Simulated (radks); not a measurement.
All-electron atom: the platinum ion Pt13+ in [Kr] 4d10 4f14 5s2 5p3.

All-electron calculation, Dirac Kohn-Sham, exchange-only PBE, spin-unpolarised, spherical densities, finite nucleus; open shells fill j = l - 1/2 first; Fermi nuclear charge, rms radius 5.427 fm. Program: a radial shooting solver on a logarithmic mesh with Libxc functionals.

Energy parts (Ry):
| part | energy |
|---|---|
| total | -36772.1258 |
| kinetic | 42071.3961 |
| electron-nucleus | -91255.8820 |
| Hartree | 13100.4913 |
| exchange | -688.1313 |

Orbitals (lengths in bohr, moments of r in powers of bohr; <r^-3> diverges for s and p1/2; r(90%) holds 90 % of the orbital's charge):
orbital  occ.  eigenvalue (Ry)      <r>  r(90%)  <r^-3>  <1/r>
1s1/2       2        -5771.708  0.01715  0.0313       -  93.89
2s1/2       2        -1028.494  0.07170   0.112       -  23.04
2p1/2       2        -986.8549  0.05906  0.0984       -  23.00
2p3/2       4        -859.7522  0.06748   0.110   19620  18.86
3s1/2       2        -255.4163   0.1865   0.274       -  8.460
3p1/2       2        -236.6618   0.1767   0.266       -  8.376
3p3/2       4        -208.7020   0.1922   0.288    4540  7.298
3d3/2       4        -177.3834   0.1675   0.261   791.9  7.197
3d5/2       6        -171.3510   0.1722   0.267   660.2  6.949
4s1/2       2        -68.94749   0.4144   0.595       -  3.579
4p1/2       2        -60.96934   0.4171   0.606       -  3.470
4p3/2       4        -54.28651   0.4506   0.654    1088  3.098
4d3/2       4        -41.18336   0.4594   0.686   170.0  2.897
4d5/2       6        -39.93393   0.4702   0.701   138.7  2.811
4f5/2       6        -23.11934   0.4969   0.793   28.98  2.453
4f7/2       8        -22.85498   0.5030   0.802   27.61  2.421
5s1/2       2        -24.29769   0.8930    1.26       -  1.543
5p1/2       2        -21.49158   0.9391    1.33       -  1.450
5p3/2       1        -20.04843    1.001    1.41   239.2  1.336

The highest occupied level is 5p3/2 at -272.77 eV. For comparison, the ionisation energy in NIST's Atomic Spectra Database is 293 eV (theoretical). In exact Kohn-Sham theory the highest level is minus the ionisation energy, but local and semilocal functionals leave it too shallow, through self-interaction and a potential that decays too fast; potentials with the right tail come closer. The density falls to 0.001 e/bohr^3 at r = 2.04 bohr.

Beside tabulated values, note that spin-unpolarised runs miss the spin-polarisation part of the exchange energy of open shells.
